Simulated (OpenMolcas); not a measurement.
A calculation on O II.

```json
{
  "Program": "OpenMolcas 26.06",
  "Method": "XMS-CASPT2, IPEA 0.25 Eh, imaginary shift 0.1 Eh (closed shells correlated: 1s 2s)",
  "Basis": "ANO-RCC-VTZP [4s3p2d1f]",
  "Scalar Hamiltonian": "DKH2, point nucleus",
  "Active space": "3 electrons in 3 orbitals (2p)",
  "State averaging": "2S+1 = 4 odd, 1 root; 2S+1 = 2 odd, 8 roots",
  "Spin-orbit coupling": "RASSI with atomic mean-field integrals over the reference wave functions, term energies averaged over their components"
}
```

(1) Which level of the active space comes out lowest?

(2) How high does 2s² 2p³ ²D°_3/2 lie?

(3) How high does 2s² 2p³ ²D°_5/2 lie?

(4) How high does 2s² 2p³ ²P°_3/2 lie?

Measured values: NIST Handbook of Basic Atomic Spectroscopic Data.

Answers

(1) 2s² 2p³ ⁴S°_3/2, with 100 % of that term; it is also the measured ground level.

(2) 27400 cm⁻¹ above the lowest level; measured 26831 cm⁻¹ above the ground level, so the calculation is off by +2 %.

(3) 27400 cm⁻¹ above the lowest level; measured 26811 cm⁻¹ above the ground level, so the calculation is off by +2 %.

(4) 43260 cm⁻¹ above the lowest level; measured 40468 cm⁻¹ above the ground level, so the calculation is off by +7 %.

CASPT2 does not keep the components of a term degenerate, so their means are used; among the terms shown or strongly mixed into the levels shown the widest spread is 1000 cm-1 (2s² 2p³ ²D°). With the s shell closed, the reference lacks s² → p² mixing. Measured partners are found by configuration, term and J. A level has none where our copy of the source lacks it or the pairing is in doubt (some pairs that miss far off the trend of their configuration count as doubtful), and it then counts in no deviation. Levels of configurations outside the active space are missing.

° marks odd parity.
